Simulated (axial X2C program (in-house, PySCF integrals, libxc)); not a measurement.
WB: bond constants with and without spin–orbit coupling

Computed with an in-house relativistic program for diatomic molecules. Spin-free means the one-electron spin-free X2C Hamiltonian; two-component (2c) means X2C with spin–orbit coupling and atomic mean-field two-electron Coulomb and Gaunt terms, so the difference of the two also holds small scalar two-electron terms. Basis: W dyall-cv3z [13s14p9d7f4g], B dyall-v3z [7s6p2d1f] (cores contracted in-house); Gaussian nuclei, density fitting, unrestricted open shells. Masses: W 183.951 u, B 11.009 u.

State, spin-free: M_S = 5/2, Λ = 0 (beyond evenly filled blocks: σα, π+α, π-α, δ+α, δ-α); electrons by block: σα: 16, σβ: 15, π+α: 8, π+β: 7, π-α: 8, π-β: 7, δ+α: 4, δ+β: 3, δ-α: 4, δ-β: 3, φ+α: 1, φ+β: 1, φ-α: 1, φ-β: 1. Fragments: W + B.

State, 2c: Ω = 5/2 (⟨Sz⟩ = 2.48, ⟨Lz⟩ = 0.02 at HF); electrons by block: 1/2: 23, -1/2: 23, 3/2: 11, -3/2: 11, 5/2: 5, -5/2: 4, 7/2: 1, -7/2: 1. Fragments: W + B.

| Hamiltonian | level | Re (Å) | ωe (cm⁻¹) | Be (cm⁻¹) | k (mdyn/Å) | μ (D) |
| --- | --- | --- | --- | --- | --- | --- |
| spin-free | PBE0 | 2.098 | 568.0 | 0.3688 | 1.97 | -3.14 |
| spin-free | HF | 2.202 | 401.8 | 0.3347 | 0.988 | -0.59 |
| spin-free | CCSD | 2.122 | 543.1 | 0.3603 | 1.81 | n/a |
| spin-free | CCSD(T) | 2.123 | 557.7 | 0.3599 | 1.9 | n/a |
| spin-free | r2SCAN | 2.085 | 591.1 | 0.3735 | 2.14 | -3.07 |
| 2c | HF | 2.197 | 406.2 | 0.3361 | 1.01 | -0.56 |

Correlated methods: 9 electrons correlated (number of frozen shells: W 5 s, 4 p, 2 d, 1 f; B 1 s), 293 virtual spin orbitals or spinors in MP2, 110 natural virtuals in coupled cluster.

Dipoles are positive if B is the positive end.

De is not given where an atomic determinant may have missed its ground term or J level, or where the truncated virtual space spoils (T). CCSD and (T) use frozen natural virtuals with an MP2 correction for the truncation; (T) itself is uncorrected, so its De runs slightly low. The state is one determinant with fixed occupations, lowest in a PBE0 search at one distance only: followed along the bond, the 2c determinant Ω = 7/2 reaches 0.16 eV lower at PBE0, at Re = 1.939 Å, so the state shown is not the lowest. With several unpaired electrons one determinant need not be a pure state. This is the top spin component of a Σ state; components of lower Ω are not single determinants and can lie lower. The determinant is spin-polarised beyond a pure state at some levels (its spin-free form has ⟨S²⟩ too high), which makes Re and μ there less reliable. The T1 diagnostic is large, a sign of multireference character. The stretched end of a curve changes character and is left out.

No reliable constants came from CCSD (2c), CCSD(T) (2c), MP2 (2c), MP2 (spin-free), PBE0 (2c), r2SCAN (2c): no minimum in range, unconverged points, a curve that is not smooth, a change of character along it, or the two Hamiltonians disagreeing along it.

Rough cost a point (2c) on 1 thread(s) of a shared host, integrals apart: HF 2.2 s.

The whole task took 5.5 min on 1 thread of Arm Neoverse V1, on a shared host.
